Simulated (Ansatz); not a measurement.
Ansatz (a first-principles code) input (B3LYP-D3(BJ)/def2-TZVP):

Ansatz 0.2 input:
```yaml
crystal:
  periodic: [false, false, false]
  atoms:
    - {symbol: C, position_ang: [2.53984734, -0.09025543, 0.07592653]}
    - {symbol: O, position_ang: [1.33175103, -0.53587907, 0.47008824]}
    - {symbol: C, position_ang: [0.22704798, 0.03344331, -0.04307212]}
    - {symbol: O, position_ang: [0.20956364, 0.92628065, -0.84583167]}
    - {symbol: O, position_ang: [-0.83818252, -0.56811844, 0.49477666]}
    - {symbol: C, position_ang: [-2.09764163, -0.07974487, 0.05381550]}
    - {symbol: H, position_ang: [3.37120017, -0.59152627, 0.52267679]}
    - {symbol: H, position_ang: [2.60765593, 0.70895580, -0.63646258]}
    - {symbol: H, position_ang: [-2.84431317, -0.69095822, 0.55364624]}
    - {symbol: H, position_ang: [-2.18563381, -0.17445523, -1.03027532]}
    - {symbol: H, position_ang: [-2.21628517, 0.97080861, 0.32662368]}
basis:
  gaussian:
    orbitals: def2-TZVP
hamiltonian:
  xc: b3lyp
  dispersion: d3bj
magnetization: {spin_polarized: true, initial_magnetization: 1}
relax: {f_tol: 0.002, max_steps: 150}
```

End of the output:

```
reference -9335.93684561 eV, -343.0893509510 hartree; 24, 23 occupied and 192, 193 virtual orbitals, 1213 factors
relax step  17: F+E_penalty+E_count = -9336.24921287 eV  Δ(F+E_penalty+E_count) = -4.663e-7 eV  max|allowed force component| = 3.764e-3 eV/Å  Δτ_max = 0.0014 Å  (38 SCF iters, accepted)
these checks for a lower state are left out or cut short: starts, cluster_reference, orbital_swaps, neighbouring_geometries, increment
integrals: 0.13 GiB planned
1213 factors; their error is unknown
mean field: 1.52 GiB planned
mean field -9335.93657959 eV, -343.0893411747 hartree, gradient 1.2e-5 eV, S^2 0.753732; 0 other end points of the search recorded, 0 dependent functions left out
the calculation of the forces begins
reference -9335.93684645 eV, -343.0893509818 hartree; 24, 23 occupied and 192, 193 virtual orbitals, 1213 factors
relax step  18: F+E_penalty+E_count = -9336.24921354 eV  Δ(F+E_penalty+E_count) = -6.708e-7 eV  max|allowed force component| = 4.350e-4 eV/Å  Δτ_max = 0.0004 Å  (38 SCF iters, accepted)
integrals: 0.13 GiB planned
1213 factors; their error is unknown
mean field: 1.52 GiB planned
mean field evaluation 160: about -9335.9366 eV, gradient 5.8e-2 eV
mean field -9335.93657959 eV, -343.0893411747 hartree, gradient 1.3e-5 eV, S^2 0.753732; 1 other end points of the search recorded, 0 dependent functions left out
the calculation of the forces begins
reference -9335.93684645 eV, -343.0893509818 hartree; 24, 23 occupied and 192, 193 virtual orbitals, 1213 factors
Total energy: -9336.24948040 eV, -343.1008400676 hartree
Atom 0 at     2.548351    -0.052104     0.110362 Å, force     0.000435     0.000246    -0.000253 eV/Å
Atom 1 at     1.331201    -0.543682     0.490165 Å, force    -0.000155    -0.000255     0.000083 eV/Å
Atom 2 at     0.227528     0.041491    -0.030427 Å, force     0.000203     0.000009     0.000151 eV/Å
Atom 3 at     0.218479     0.947784    -0.817467 Å, force    -0.000103     0.000051    -0.000161 eV/Å
Atom 4 at    -0.830084    -0.575171     0.491376 Å, force    -0.000088    -0.000139    -0.000065 eV/Å
Atom 5 at    -2.102103    -0.079571     0.042679 Å, force    -0.000056     0.000236    -0.000045 eV/Å
Atom 6 at     3.376958    -0.622754     0.488935 Å, force    -0.000099    -0.000134     0.000163 eV/Å
Atom 7 at     2.585345     0.699062    -0.659732 Å, force    -0.000158     0.000070     0.000016 eV/Å
Atom 8 at    -2.843128    -0.682567     0.558647 Å, force    -0.000024    -0.000090     0.000103 eV/Å
Atom 9 at    -2.195072    -0.195920    -1.036144 Å, force     0.000126    -0.000079    -0.000032 eV/Å
Atom 10 at    -2.212464     0.971981     0.303519 Å, force    -0.000079     0.000085     0.000041 eV/Å
Dipole moment:    -0.190958    -0.118854     0.054524 e Å
```

It need not be the lowest isomer of its formula.
